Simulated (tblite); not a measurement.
Record of a relaxation.

Species: C3H11NSeSi3.
Atom-mapped SMILES: `[CH3:1][CH2:2][Si@@:3]([SiH3:4])([C:5]#[N:6])[Se:7][SiH3:8]` (hydrogens: H9, H10, H11 on C1; H12, H13 on C2; H14, H15, H16 on Si4; H17, H18, H19 on Si8)

Computed with GFN2-xTB (tblite), gas phase: L-BFGS steps from a force-field or distance-geometry start until the largest atomic force falls under 0.01 eV/Å. 6 of its 76 geometries are shown.

Step 0: E = -633.8663 eV, largest atomic force 3.436 eV/Å
```
atom  x, y, z in Å  |  force x, y, z in eV/Å
C1     -1.011    1.814    0.529   -0.675   0.317   0.165
C2     -0.664    0.951   -0.676    0.266   0.295  -0.191
Si3    -0.142   -0.786   -0.133   -0.095   0.785   0.695
Si4    -1.929   -1.846    0.681   -1.046  -0.994   0.937
C5      0.445   -1.704   -1.577    1.303  -1.496  -2.805
N6      0.822   -2.289   -2.509   -0.638   0.881   1.525
Se7     1.478   -0.725    1.467    0.503   0.135   0.064
Si8     2.927    0.427    0.132    0.565   0.085  -0.215
H9     -1.319    2.821    0.176    0.173  -0.528   0.351
H10    -1.869    1.370    1.099    0.807   0.422  -0.441
H11    -0.147    1.930    1.203   -0.378  -0.079  -0.218
H12     0.173    1.411   -1.226   -0.441   0.049  -0.040
H13    -1.540    0.868   -1.334    0.341   0.145   0.052
H14    -2.986   -1.887   -0.330   -0.033  -0.013   0.072
H15    -2.414   -1.138    1.887   -0.012  -0.205  -0.238
H16    -1.547   -3.224    1.062   -0.226   0.274  -0.058
H17     3.074   -0.269   -1.156   -0.126   0.050   0.215
H18     2.409    1.777   -0.098   -0.047  -0.043   0.064
H19     4.231    0.511    0.794   -0.242  -0.080   0.066
```

Step 15: E = -634.1806 eV, largest atomic force 0.175 eV/Å
```
atom  x, y, z in Å  |  force x, y, z in eV/Å
C1     -1.014    1.845    0.504   -0.031   0.030   0.058
C2     -0.647    0.987   -0.698   -0.022  -0.001  -0.014
Si3    -0.197   -0.788   -0.136    0.116  -0.063   0.011
Si4    -2.000   -1.946    0.766   -0.069  -0.059   0.056
C5      0.500   -1.667   -1.645   -0.093   0.009   0.044
N6      0.868   -2.289   -2.534    0.051   0.038  -0.010
Se7     1.577   -0.689    1.391   -0.072  -0.025   0.014
Si8     3.039    0.474    0.097    0.004  -0.024   0.005
H9     -1.308    2.847    0.201   -0.002   0.019  -0.038
H10    -1.840    1.399    1.054   -0.055   0.018   0.007
H11    -0.171    1.933    1.185    0.057  -0.004   0.018
H12     0.157    1.466   -1.257    0.039  -0.046  -0.011
H13    -1.503    0.919   -1.369   -0.046   0.041  -0.069
H14    -3.056   -1.954   -0.238   -0.107  -0.013  -0.138
H15    -2.545   -1.258    1.930    0.001   0.059   0.120
H16    -1.708   -3.323    1.135    0.063  -0.080   0.018
H17     3.097   -0.252   -1.163    0.088   0.024  -0.064
H18     2.468    1.803   -0.086    0.048   0.086  -0.011
H19     4.274    0.502    0.857    0.029  -0.009   0.003
```

Step 30: E = -634.2098 eV, largest atomic force 0.058 eV/Å
```
atom  x, y, z in Å  |  force x, y, z in eV/Å
C1     -1.023    1.859    0.490   -0.007  -0.010   0.014
C2     -0.674    0.972   -0.698    0.010  -0.012  -0.007
Si3    -0.267   -0.813   -0.122   -0.011  -0.021  -0.034
Si4    -2.064   -1.993    0.800    0.034   0.006   0.002
C5      0.453   -1.657   -1.638   -0.007   0.013   0.003
N6      0.917   -2.208   -2.529   -0.010   0.009  -0.004
Se7     1.568   -0.672    1.325    0.016  -0.019   0.052
Si8     3.085    0.491    0.080   -0.005  -0.014   0.011
H9     -1.278    2.867    0.167    0.017  -0.014   0.004
H10    -1.868    1.451    1.042   -0.043   0.027  -0.026
H11    -0.180    1.922    1.177    0.016   0.022   0.000
H12     0.178    1.399   -1.232   -0.018   0.018  -0.020
H13    -1.510    0.950   -1.399   -0.003  -0.006   0.002
H14    -3.120   -2.010   -0.215   -0.012  -0.005   0.018
H15    -2.576   -1.305    1.986   -0.005  -0.008  -0.001
H16    -1.728   -3.368    1.155    0.012   0.006  -0.004
H17     3.209   -0.188   -1.202    0.006   0.007  -0.016
H18     2.574    1.850   -0.081    0.010   0.015  -0.002
H19     4.293    0.464    0.886    0.000  -0.013   0.009
```

Step 45: E = -634.2155 eV, largest atomic force 0.058 eV/Å
```
atom  x, y, z in Å  |  force x, y, z in eV/Å
C1     -1.034    1.877    0.472    0.001  -0.025  -0.026
C2     -0.687    0.973   -0.705   -0.001  -0.043   0.001
Si3    -0.272   -0.811   -0.126   -0.001   0.032   0.048
Si4    -2.052   -2.004    0.816    0.026   0.018  -0.024
C5      0.446   -1.637   -1.650   -0.019   0.005  -0.033
N6      0.896   -2.165   -2.563    0.008  -0.005  -0.004
Se7     1.565   -0.688    1.328    0.004   0.024  -0.023
Si8     3.098    0.477    0.099    0.002   0.009  -0.003
H9     -1.229    2.893    0.132   -0.001  -0.008   0.027
H10    -1.918    1.511    0.990   -0.009   0.022  -0.010
H11    -0.213    1.907    1.188   -0.002   0.007  -0.028
H12     0.152    1.401   -1.260   -0.033  -0.017   0.010
H13    -1.534    0.926   -1.392    0.026   0.049  -0.008
H14    -3.135   -2.038   -0.170    0.013  -0.003   0.007
H15    -2.556   -1.331    2.013    0.007   0.005   0.014
H16    -1.677   -3.372    1.156    0.003  -0.026   0.008
H17     3.224   -0.169   -1.202   -0.009  -0.003   0.035
H18     2.617    1.851   -0.049    0.007  -0.039   0.027
H19     4.300    0.409    0.916   -0.021  -0.003  -0.018
```

Step 60: E = -634.2190 eV, largest atomic force 0.030 eV/Å
```
atom  x, y, z in Å  |  force x, y, z in eV/Å
C1     -1.048    1.891    0.447    0.004   0.015   0.015
C2     -0.704    0.977   -0.723   -0.012   0.018   0.021
Si3    -0.284   -0.801   -0.134    0.011   0.000  -0.011
Si4    -2.024   -2.022    0.837   -0.024  -0.006   0.002
C5      0.425   -1.612   -1.673   -0.001  -0.006  -0.006
N6      0.871   -2.130   -2.593   -0.003   0.005   0.007
Se7     1.545   -0.681    1.328    0.007   0.006  -0.001
Si8     3.107    0.461    0.122   -0.009  -0.003   0.006
H9     -1.199    2.915    0.110   -0.002   0.002  -0.012
H10    -1.958    1.562    0.946    0.002  -0.025  -0.015
H11    -0.242    1.892    1.180    0.009   0.007   0.005
H12     0.140    1.399   -1.274   -0.014  -0.009   0.001
H13    -1.548    0.939   -1.414    0.020   0.003  -0.016
H14    -3.123   -2.063   -0.131    0.004  -0.007   0.011
H15    -2.511   -1.354    2.045    0.012  -0.013  -0.005
H16    -1.633   -3.391    1.166    0.001   0.019  -0.002
H17     3.218   -0.173   -1.184   -0.008  -0.003  -0.004
H18     2.648    1.843    0.007    0.003   0.006  -0.002
H19     4.310    0.357    0.931   -0.002  -0.008   0.006
```

Step 75: E = -634.2204 eV, largest atomic force 0.009 eV/Å
```
atom  x, y, z in Å  |  force x, y, z in eV/Å
C1     -1.056    1.900    0.435   -0.003   0.001  -0.004
C2     -0.697    0.990   -0.733   -0.002  -0.004  -0.003
Si3    -0.295   -0.793   -0.144    0.004  -0.007  -0.001
Si4    -2.013   -2.032    0.846    0.007   0.003   0.001
C5      0.413   -1.601   -1.685    0.001  -0.005   0.008
N6      0.856   -2.117   -2.608    0.001   0.001  -0.001
Se7     1.521   -0.669    1.333   -0.002  -0.004   0.004
Si8     3.100    0.452    0.134    0.005  -0.002  -0.003
H9     -1.214    2.922    0.095   -0.004   0.006   0.003
H10    -1.965    1.559    0.925    0.000   0.001   0.000
H11    -0.255    1.908    1.173   -0.003   0.004  -0.002
H12     0.159    1.406   -1.269   -0.001   0.004   0.006
H13    -1.527    0.960   -1.440   -0.002   0.002  -0.006
H14    -3.134   -2.091   -0.095   -0.005   0.003  -0.003
H15    -2.475   -1.374    2.068   -0.003  -0.003   0.002
H16    -1.593   -3.394    1.163    0.002   0.001  -0.001
H17     3.188   -0.177   -1.176    0.001   0.002  -0.003
H18     2.678    1.847    0.028   -0.004   0.000   0.003
H19     4.299    0.311    0.943    0.008  -0.003  -0.002
```

Task: Summarise the path.

Result: The energy falls by 0.3541 eV from step 0 to step 75; nine tenths of that is first reached at step 17. It rises by more than 0.2 meV at step 1. The largest force goes from 3.436 to 0.009 eV/Å. Among the bonds Si3–Si4 changes most, from 2.231 to 2.339 Å; the atoms move by 0.206 Å rms after alignment.

Task: Follow the three bonds and two angles with the largest change from start to end.

Result: 
```json
{"step": "0", "E above end (eV)": "0.3541", "largest force (eV/Å)": "3.436", "Si3–Si4 (Å)": "2.231", "Si3–C5 (Å)": "1.808", "Si3–Se7 (Å)": "2.277", "Si3–Se7–Si8 (°)": "93.1", "C2–Si3–Si4 (°)": "108.6"}
{"step": "3", "E above end (eV)": "0.1791", "largest force (eV/Å)": "0.447", "Si3–Si4 (Å)": "2.278", "Si3–C5 (Å)": "1.859", "Si3–Se7 (Å)": "2.287", "Si3–Se7–Si8 (°)": "93.4", "C2–Si3–Si4 (°)": "109.6"}
{"step": "7", "E above end (eV)": "0.0909", "largest force (eV/Å)": "0.232", "Si3–Si4 (Å)": "2.314", "Si3–C5 (Å)": "1.881", "Si3–Se7 (Å)": "2.353", "Si3–Se7–Si8 (°)": "94.9", "C2–Si3–Si4 (°)": "110.9"}
{"step": "10", "E above end (eV)": "0.0649", "largest force (eV/Å)": "0.272", "Si3–Si4 (Å)": "2.331", "Si3–C5 (Å)": "1.870", "Si3–Se7 (Å)": "2.329", "Si3–Se7–Si8 (°)": "96.1", "C2–Si3–Si4 (°)": "111.1"}
{"step": "13", "E above end (eV)": "0.0483", "largest force (eV/Å)": "0.179", "Si3–Si4 (Å)": "2.335", "Si3–C5 (Å)": "1.883", "Si3–Se7 (Å)": "2.327", "Si3–Se7–Si8 (°)": "97.2", "C2–Si3–Si4 (°)": "112.3"}
{"step": "16", "E above end (eV)": "0.0358", "largest force (eV/Å)": "0.162", "Si3–Si4 (Å)": "2.323", "Si3–C5 (Å)": "1.876", "Si3–Se7 (Å)": "2.348", "Si3–Se7–Si8 (°)": "98.2", "C2–Si3–Si4 (°)": "113.4"}
{"step": "20", "E above end (eV)": "0.0211", "largest force (eV/Å)": "0.143", "Si3–Si4 (Å)": "2.348", "Si3–C5 (Å)": "1.880", "Si3–Se7 (Å)": "2.345", "Si3–Se7–Si8 (°)": "99.5", "C2–Si3–Si4 (°)": "114.1"}
{"step": "23", "E above end (eV)": "0.0159", "largest force (eV/Å)": "0.136", "Si3–Si4 (Å)": "2.343", "Si3–C5 (Å)": "1.884", "Si3–Se7 (Å)": "2.349", "Si3–Se7–Si8 (°)": "100.7", "C2–Si3–Si4 (°)": "114.9"}
{"step": "26", "E above end (eV)": "0.0127", "largest force (eV/Å)": "0.088", "Si3–Si4 (Å)": "2.336", "Si3–C5 (Å)": "1.874", "Si3–Se7 (Å)": "2.347", "Si3–Se7–Si8 (°)": "101.9", "C2–Si3–Si4 (°)": "115.2"}
{"step": "29", "E above end (eV)": "0.0110", "largest force (eV/Å)": "0.072", "Si3–Si4 (Å)": "2.340", "Si3–C5 (Å)": "1.877", "Si3–Se7 (Å)": "2.340", "Si3–Se7–Si8 (°)": "102.4", "C2–Si3–Si4 (°)": "115.1"}
{"step": "33", "E above end (eV)": "0.0092", "largest force (eV/Å)": "0.063", "Si3–Si4 (Å)": "2.336", "Si3–C5 (Å)": "1.879", "Si3–Se7 (Å)": "2.348", "Si3–Se7–Si8 (°)": "102.2", "C2–Si3–Si4 (°)": "115.1"}
{"step": "36", "E above end (eV)": "0.0083", "largest force (eV/Å)": "0.054", "Si3–Si4 (Å)": "2.338", "Si3–C5 (Å)": "1.876", "Si3–Se7 (Å)": "2.345", "Si3–Se7–Si8 (°)": "102.3", "C2–Si3–Si4 (°)": "114.9"}
{"step": "39", "E above end (eV)": "0.0072", "largest force (eV/Å)": "0.067", "Si3–Si4 (Å)": "2.340", "Si3–C5 (Å)": "1.879", "Si3–Se7 (Å)": "2.339", "Si3–Se7–Si8 (°)": "102.6", "C2–Si3–Si4 (°)": "115.0"}
{"step": "42", "E above end (eV)": "0.0061", "largest force (eV/Å)": "0.043", "Si3–Si4 (Å)": "2.339", "Si3–C5 (Å)": "1.878", "Si3–Se7 (Å)": "2.343", "Si3–Se7–Si8 (°)": "102.6", "C2–Si3–Si4 (°)": "115.3"}
{"step": "46", "E above end (eV)": "0.0043", "largest force (eV/Å)": "0.062", "Si3–Si4 (Å)": "2.341", "Si3–C5 (Å)": "1.878", "Si3–Se7 (Å)": "2.345", "Si3–Se7–Si8 (°)": "102.7", "C2–Si3–Si4 (°)": "115.5"}
{"step": "49", "E above end (eV)": "0.0027", "largest force (eV/Å)": "0.048", "Si3–Si4 (Å)": "2.337", "Si3–C5 (Å)": "1.880", "Si3–Se7 (Å)": "2.344", "Si3–Se7–Si8 (°)": "103.2", "C2–Si3–Si4 (°)": "115.8"}
{"step": "52", "E above end (eV)": "0.0023", "largest force (eV/Å)": "0.035", "Si3–Si4 (Å)": "2.338", "Si3–C5 (Å)": "1.876", "Si3–Se7 (Å)": "2.345", "Si3–Se7–Si8 (°)": "103.3", "C2–Si3–Si4 (°)": "116.0"}
{"step": "55", "E above end (eV)": "0.0018", "largest force (eV/Å)": "0.024", "Si3–Si4 (Å)": "2.339", "Si3–C5 (Å)": "1.877", "Si3–Se7 (Å)": "2.345", "Si3–Se7–Si8 (°)": "103.3", "C2–Si3–Si4 (°)": "116.3"}
{"step": "59", "E above end (eV)": "0.0015", "largest force (eV/Å)": "0.030", "Si3–Si4 (Å)": "2.337", "Si3–C5 (Å)": "1.879", "Si3–Se7 (Å)": "2.344", "Si3–Se7–Si8 (°)": "103.3", "C2–Si3–Si4 (°)": "116.5"}
{"step": "62", "E above end (eV)": "0.0010", "largest force (eV/Å)": "0.038", "Si3–Si4 (Å)": "2.339", "Si3–C5 (Å)": "1.877", "Si3–Se7 (Å)": "2.344", "Si3–Se7–Si8 (°)": "103.4", "C2–Si3–Si4 (°)": "117.0"}
{"step": "65", "E above end (eV)": "0.0005", "largest force (eV/Å)": "0.022", "Si3–Si4 (Å)": "2.339", "Si3–C5 (Å)": "1.878", "Si3–Se7 (Å)": "2.344", "Si3–Se7–Si8 (°)": "103.3", "C2–Si3–Si4 (°)": "117.3"}
{"step": "68", "E above end (eV)": "0.0003", "largest force (eV/Å)": "0.023", "Si3–Si4 (Å)": "2.337", "Si3–C5 (Å)": "1.879", "Si3–Se7 (Å)": "2.344", "Si3–Se7–Si8 (°)": "103.3", "C2–Si3–Si4 (°)": "117.4"}
{"step": "72", "E above end (eV)": "0.0001", "largest force (eV/Å)": "0.019", "Si3–Si4 (Å)": "2.339", "Si3–C5 (Å)": "1.878", "Si3–Se7 (Å)": "2.344", "Si3–Se7–Si8 (°)": "103.3", "C2–Si3–Si4 (°)": "117.7"}
{"step": "75", "E above end (eV)": "0.0000", "largest force (eV/Å)": "0.009", "Si3–Si4 (Å)": "2.339", "Si3–C5 (Å)": "1.878", "Si3–Se7 (Å)": "2.345", "Si3–Se7–Si8 (°)": "103.3", "C2–Si3–Si4 (°)": "117.9"}
```

The cost below is that of the whole relaxation. Time: 0.9 s. Hardware: an Arm Neoverse V1 with one thread, no GPU, shared host with 32 logical CPUs at a one-minute load of 26.
